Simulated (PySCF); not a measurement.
A structure optimised at PBE0-D3(BJ)/def2-SVP (Å):
```
atom  x, y, z in Å
C1     2.5239    1.2977   -0.2342
S2     2.2881   -0.4760   -0.0747
C3     0.5592   -0.6882   -0.0757
C4     0.1866   -2.1338    0.0603
C5    -0.3327    0.3305   -0.1849
C6    -1.7908    0.1459   -0.1836
C7    -2.6024    1.4136   -0.3378
O8    -2.3371   -0.9368   -0.0684
H9     2.0745    1.8379    0.6119
H10    2.1117    1.6730   -1.1824
H11    3.6103    1.4610   -0.2265
H12   -0.4212   -2.2870    0.9634
H13   -0.4479   -2.4455   -0.7811
H14    1.0802   -2.7730    0.1064
H15    0.0243    1.3573   -0.2840
H16   -3.6711    1.1675   -0.3279
H17   -2.3478    1.9227   -1.2812
H18   -2.3764    2.1173    0.4795
```

Charge 0, singlet.

Question: Read off the bonds between heavy atoms and their formal orders.

Answer: C1–S2 1.80 Å (single); S2–C3 1.74 Å (single); C3–C4 1.50 Å (single); C3–C5 1.36 Å (double); C5–C6 1.47 Å (single); C6–C7 1.51 Å (single); C6–O8 1.22 Å (double). Bonds to hydrogen (Å): C1–H9 1.10; C1–H10 1.10; C1–H11 1.10; C4–H12 1.10; C4–H13 1.10; C4–H14 1.10; C5–H15 1.09; C7–H16 1.10; C7–H17 1.10; C7–H18 1.10.

Question: Give the structure as a SMILES string.

Answer: `CS/C(C)=C/C(C)=O`, C6H10OS. Among its features: ketone, C=C double bond and sulfide.

Question: Describe the place of each heavy atom.

Answer: C1: S-methyl carbon; S2: sulfide sulfur; C3: fully substituted alkene carbon; C4: allylic carbon; C5: alkene CH carbon; C6: ketone carbonyl carbon; C7: methyl carbon next to a carbonyl; O8: ketone oxygen.

Question: What is the arrangement about C1?

Answer: It has 4 neighbours (S2, H9, H10, H11) and is tetrahedral (angles from 106.0° to 111.4°).

Question: What is the arrangement about C5?

Answer: It has 3 neighbours (C3, C6, H15) and is planar (angles 123.9°, 119.9° and 116.3°, sum 360.0°, 0.00 Å off the plane of its three neighbours).

These are computed values.
